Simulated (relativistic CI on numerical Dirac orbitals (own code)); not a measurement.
**One change at a time: Ag10+**

Base calculation: Dirac-Coulomb-Breit CI, KLI orbitals optimised for each configuration, model QED, unscaled Slater integrals.

Configurations in the expansion (outside the closed core [Ar] 3d10): 4s2.4p6.4d, 4s2.4p5.4d2, 4s2.4p6.4f, 4s2.4p6.5s, 4s.4p6.4d2, 4s2.4p6.5p, 4s2.4p5.4d.4f, 4s2.4p6.5d, 4s.4p6.4d.4f, 4s2.4p6.6s, 4s2.4p5.4d.5s, 4s2.4p6.5f, 4s2.4p6.6p, 4s2.4p6.5g, 4s2.4p6.6d, 4s2.4p5.4d.5p, 4s2.4p6.7s, 4s2.4p6.6f, 4s2.4p6.7p, 4s2.4p5.4d.5d, 4s2.4p6.8s, 4p6.4d3, 4p5.4d4, 4p5.4d3.4f, 4p6.4d.4f2, 4p5.4d2.4f2, 4p6.4f3, 4p6.4f2.5s, 4p6.4f2.5p, 4p5.4d.4f3, 4s.4p6.5s2, 4s.4p5.4f.5s2. Double excitations out of closed p, d and f shells are left out; levels of such configurations are missing from the list, as are those of other unlisted configurations, and high levels can miss mixing partners. These lack a partner that the ground configuration has and come out too high: 4s2.4p5.4d.5s, 4s2.4p5.4d.5p, 4s2.4p5.4d.5d, 4s2.4p6.5d, 4s2.4p6.6s.

Variants: (1) P86 correlation estimate; (2) one mean potential for all configurations; (3) only the first 3 configurations. Shifts of the energy above 4s2.4p6.4d 2D_3/2, in cm⁻¹, for the lowest level and the first level of each name with at least 55 % of one term (blank where a level changes its place among those of its configuration and J or its character, or is not in the variant):

| Level | Base | Δ(1) | Δ(2) | Δ(3) |
| --- | --- | --- | --- | --- |
| 4s2.4p6.4d 2D_3/2 | 0 | 0 | 0 | 0 |
| 4s2.4p6.4d 2D_5/2 | 7881 | 0 | -11 | +8 |
| 4s2.4p6.5s 2S_1/2 | 424301 | +7646 | +425 |  |
| 4s2.4p5.4d2 4D°_1/2 | 435861 | +1056 | -268 | -9158 |
| 4s2.4p5.4d2 4D°_3/2 | 438088 | +1056 | -266 | -8949 |
| 4s2.4p5.4d2 4D°_5/2 | 442107 | +1057 | -263 | -8635 |
| 4s2.4p5.4d2 4D°_7/2 | 448407 | +1060 | -262 | -8304 |
| 4s2.4p5.4d2 4G°_9/2 | 457632 | +1062 | -257 | -6708 |
| 4s2.4p5.4d2 4G°_11/2 | 457828 | +1063 | -253 | -6266 |
| 4s2.4p5.4d2 4G°_7/2 | 459459 | +1085 | -271 | -7260 |
| 4s2.4p5.4d2 4P°_5/2 | 462700 | +1089 | -274 | -8333 |
| 4s2.4p5.4d2 4P°_3/2 | 467493 | +1058 | -265 | -8394 |
| 4s2.4p5.4d2 4P°_1/2 | 475233 | +1058 | -265 | -8320 |
| 4s2.4p5.4d2 2D°_5/2 | 477651 | +1094 | -275 | -8784 |

At this charge energies of transitions that change n are usually good to better than 1 %, and those within a shell (Δn = 0) to a few per cent.

Ionisation energy from the two ground configurations alone: base 187.977 eV; P86 correlation estimate 189.495 eV. The NIST ASD value (theoretical) is 188 eV.

LS names give the leading component of a level, which can be under half, so a name can repeat, a term be missing and a line seem to break the LS rules.
